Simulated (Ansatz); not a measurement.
Basis sets compared for the cluster Ag₄F₃⁺. Total charge 1; singlet. Geometry r2SCAN-D4/def2-SVP. Ansatz on 4 threads of Arm Neoverse V1 on a shared host; times are rough, and most runs start from earlier orbitals.

Cartesian coordinates in Å:
```
Ag 1.728 -0.602 -3.529
Ag -1.024 0.351 2.083
Ag -0.628 -1.268 -0.240
Ag 0.743 1.234 0.013
F -1.792 -1.511 1.474
F 0.168 2.068 1.837
F 0.805 -0.273 -1.637
```

In the def2 sets Ag takes a core potential; there is no spin–orbit coupling. No other spin state of charge 1 was run. Another isomer (singlet) lies 0.35 eV lower at PBE0-D4/def2-TZVP; other spin states weren't run for this one.

```
           level  functions  energy (Eh)  HOMO (eV)  LUMO (eV)  wall time
 PBE-D4/def2-SVP        166    -886.7482      -9.97      -9.04      2.8 s
PBE0-D4/def2-SVP        166    -886.6764     -11.24      -8.04      5.5 s
```

(1) Estimate the rows for PBE-D4/def2-TZVP (with forces), PBE0-D4/def2-TZVP.

## Answers

(1) 
| level | functions | energy (Eh) | HOMO (eV) | LUMO (eV) | wall time |
| --- | --- | --- | --- | --- | --- |
| PBE-D4/def2-TZVP (with forces) | 253 | -887.2557 | -10.06 | -9.11 | 5.5 s |
| PBE0-D4/def2-TZVP | 253 | -887.1763 | -11.33 | -8.09 | 9.5 s |
